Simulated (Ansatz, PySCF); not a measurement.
SiHF, SMILES [SiH]F (connectivity only; charge and spin as stated), neutral, multiplicity 1.

Geometry: r2SCAN-D4/def2-TZVPD. The isomer is the one that the SMILES or the coordinates give; other isomers of the formula were not compared.

Two levels are set side by side: PBE/def2-TZVPD (Ansatz, an electronic-structure program) and EOM-CCSD/aug-cc-pVDZ (PySCF). PBE by ΔSCF, the other level by its IP root; same geometry, the bases differ. Differences are taken from unrounded values.

```csv
quantity,EOM-CCSD
vertical ionisation energy (eV),9.64
```

**Question.** What does PBE give, and how far is it from EOM-CCSD? (Estimate from the structure and the level; the computed values follow.)

**Answer.** 
| quantity | PBE | PBE minus EOM-CCSD |
|---|---|---|
| vertical ionisation energy (eV) | 9.48 | -0.17 |

Here PBE gives about what the other level gives.
